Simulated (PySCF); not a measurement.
PySCF input file for Sb(Me)3 (C₃H₉Sb), SMILES [CH3][Sb]([CH3])[CH3], TDDFT-LC-ωPBE/def2-SVPD. Geometry optimised at PBE0-D3(BJ)/def2-SVP. The isomer is the one that the SMILES or the coordinates give; other isomers of the formula were not compared. The def2 effective core potentials stand for the cores of Sb; spin–orbit coupling is left out.

```python
import numpy as np
from pyscf import gto, scf, dft, tdscf

mol = gto.M(
    atom='''
    Sb    0.00000000    0.00000000    0.42284582
    C     1.59164720   -0.91893794   -0.73364635
    H     2.55209332   -0.44278422   -0.48856212
    H     1.39342848   -0.80449632   -1.80937665
    H     1.65950904   -1.98878554   -0.48856212
    C    -0.00000000    1.83787588   -0.73364635
    H     0.89258428    2.43156976   -0.48856213
    H    -0.89258429    2.43156976   -0.48856212
    H    -0.00000000    1.60899262   -1.80937665
    C    -1.59164721   -0.91893795   -0.73364634
    H    -1.65950905   -1.98878555   -0.48856212
    H    -1.39342850   -0.80449632   -1.80937664
    H    -2.55209333   -0.44278422   -0.48856212
    ''',
    basis='def2-SVPD',
    ecp={'Sb': 'def2-svp'},
    charge=0,
    spin=0,
    symmetry=True,
    max_memory=1600,
    verbose=4,
)
mf = dft.RKS(mol, xc='lc_wpbe').density_fit(auxbasis='def2-universal-jkfit')
mf.grids.level = 3
mf.conv_tol = 1e-9
mf.max_cycle = 100
mf.kernel()
mf.grids = dft.Grids(mol).set(level=1).build(with_non0tab=True)  # coarser grid for the response kernel
td = tdscf.TDDFT(mf)
td.singlet = True
td.nstates = 10
td.conv_tol = 1e-4
td.kernel(x0=td.get_init_guess(mf, 15))
td.analyze()
tt = tdscf.TDA(mf)
tt.singlet = False
tt.nstates = 4
tt.conv_tol = 1e-4
tt.kernel(x0=tt.get_init_guess(mf, 9))
tt.analyze(verbose=3)
```

Output:

```
PySCF version 2.14.0

[INPUT] verbose = 4
[INPUT] num. atoms = 13
[INPUT] num. electrons = 50
[INPUT] charge = 0
[INPUT] spin (= nelec alpha-beta = 2S) = 0
[INPUT] symmetry True subgroup None
[INPUT] Mole.unit = angstrom
[INPUT] Symbol           X                Y                Z      unit          X                Y                Z       unit  Magmom
[INPUT]  1 Sb     0.000000000000   0.000000000000   0.422845820000 AA    0.000000000000   0.000000000000   0.799062792717 Bohr   0.0
[INPUT]  2 C      1.591647200000  -0.918937940000  -0.733646350000 AA    3.007777294931  -1.736541032072  -1.386390673787 Bohr   0.0
[INPUT]  3 H      2.552093320000  -0.442784220000  -0.488562120000 AA    4.822757419132  -0.836740908079  -0.923248601637 Bohr   0.0
[INPUT]  4 H      1.393428480000  -0.804496320000  -1.809376650000 AA    2.633198201369  -1.520277713020  -3.419226324683 Bohr   0.0
[INPUT]  5 H      1.659509040000  -1.988785540000  -0.488562120000 AA    3.136017586840  -3.758259991095  -0.923248601637 Bohr   0.0
[INPUT]  6 C      0.000000000000   1.837875880000  -0.733646350000 AA    0.000000000000   3.473082064144  -1.386390673787 Bohr   0.0
[INPUT]  7 H      0.892584280000   2.431569760000  -0.488562130000 AA    1.686739832292   4.595000899174  -0.923248620534 Bohr   0.0
[INPUT]  8 H     -0.892584290000   2.431569760000  -0.488562120000 AA   -1.686739851189   4.595000899174  -0.923248601637 Bohr   0.0
[INPUT]  9 H      0.000000000000   1.608992620000  -1.809376650000 AA    0.000000000000   3.040555388246  -3.419226324683 Bohr   0.0
[INPUT] 10 C     -1.591647210000  -0.918937950000  -0.733646340000 AA   -3.007777313828  -1.736541050969  -1.386390654890 Bohr   0.0
[INPUT] 11 H     -1.659509050000  -1.988785550000  -0.488562120000 AA   -3.136017605737  -3.758260009992  -0.923248601637 Bohr   0.0
[INPUT] 12 H     -1.393428500000  -0.804496320000  -1.809376640000 AA   -2.633198239164  -1.520277713020  -3.419226305786 Bohr   0.0
[INPUT] 13 H     -2.552093330000  -0.442784220000  -0.488562120000 AA   -4.822757438029  -0.836740908079  -0.923248601637 Bohr   0.0

nuclear repulsion = 207.189211450415
point group symmetry = C3v, use subgroup Cs
symmetry origin: [-2.66499842e-09 -2.18045323e-09 -2.18045325e-09]
symmetry axis x: [ 8.66025403e-01  5.00000001e-01 -8.85013718e-10]
symmetry axis y: [9.64903014e-10 9.87663926e-11 1.00000000e+00]
symmetry axis z: [ 5.00000001e-01 -8.66025403e-01 -3.96917303e-10]
num. orbitals of irrep A' = 94
num. orbitals of irrep A" = 70
number of shells = 72
number of NR pGTOs = 247
number of NR cGTOs = 164
basis = def2-SVPD
ecp = {'Sb': 'def2-svp'}


[settings echo left out]
init E= -333.850949724666
HOMO (A') = -0.774998235855923  LUMO (A") = -0.520620496918973  gap/eV = 6.92197
cycle= 1 E= -358.272716559339  delta_E= -24.4  |g|= 2.65  |ddm|= 12.9
HOMO (A') = 0.0424404617640253  LUMO (A') = 0.0784724659379048  gap/eV = 0.98048
cycle= 2 E= -358.777620159807  delta_E= -0.505  |g|= 2.18  |ddm|= 25.1
HOMO (A') = -0.289618342013867  LUMO (A") = 0.0535905178549214  gap/eV = 9.33919
cycle= 3 E= -359.841439674602  delta_E= -1.06  |g|= 0.14  |ddm|= 22.5
HOMO (A') = -0.317700110472432  LUMO (A") = 0.0792927444850182  gap/eV = 10.80273
cycle= 4 E= -359.853384835966  delta_E= -0.0119  |g|= 0.0566  |ddm|= 1.04
HOMO (A') = -0.323277819499996  LUMO (A") = 0.0787023164460585  gap/eV = 10.93844
cycle= 5 E= -359.854703374468  delta_E= -0.00132  |g|= 0.0177  |ddm|= 0.242
HOMO (A') = -0.327276319708702  LUMO (A") = 0.0771234646959087  gap/eV = 11.00428
cycle= 6 E= -359.854933497256  delta_E= -0.00023  |g|= 0.0065  |ddm|= 0.125
HOMO (A') = -0.326642310978611  LUMO (A") = 0.0779019940694123  gap/eV = 11.00821
cycle= 7 E= -359.854959369935  delta_E= -2.59e-05  |g|= 0.00124  |ddm|= 0.0347
HOMO (A') = -0.326542631084415  LUMO (A") = 0.0780334591527065  gap/eV = 11.00908
cycle= 8 E= -359.854960980933  delta_E= -1.61e-06  |g|= 0.000288  |ddm|= 0.00922
HOMO (A') = -0.326593222991074  LUMO (A") = 0.0780393910679997  gap/eV = 11.01061
cycle= 9 E= -359.85496107045  delta_E= -8.95e-08  |g|= 5.91e-05  |ddm|= 0.0026
HOMO (A') = -0.326596480222719  LUMO (A") = 0.0780379656236239  gap/eV = 11.01066
cycle= 10 E= -359.854961068342  delta_E= 2.11e-09  |g|= 1.42e-05  |ddm|= 0.000581
HOMO (A') = -0.326597211807623  LUMO (A") = 0.0780370236836632  gap/eV = 11.01066
cycle= 11 E= -359.854961068549  delta_E= -2.07e-10  |g|= 2.81e-06  |ddm|= 0.000125
HOMO (A') = -0.326596819053771  LUMO (A") = 0.0780372216862339  gap/eV = 11.01065
Extra cycle  E= -359.854961068556  delta_E= -7.5e-12  |g|= 1.06e-06  |ddm|= 1.69e-05
converged SCF energy = -359.854961068556
tot grids = 45816


******** <class 'pyscf.tdscf.rks.TDDFT'> for <class 'pyscf.df.df_jk.DFSymAdaptedRKS'> ********
nstates = 10 singlet
deg_eia_thresh = 1.000e-03
wfnsym = None
conv_tol = 0.0001
eigh lindep = 1e-12
eigh level_shift = 0
eigh max_cycle = 100


[traceback left out]
ValueError: could not broadcast input array from shape (770,) into shape (776,)
```

The program stopped with an error.
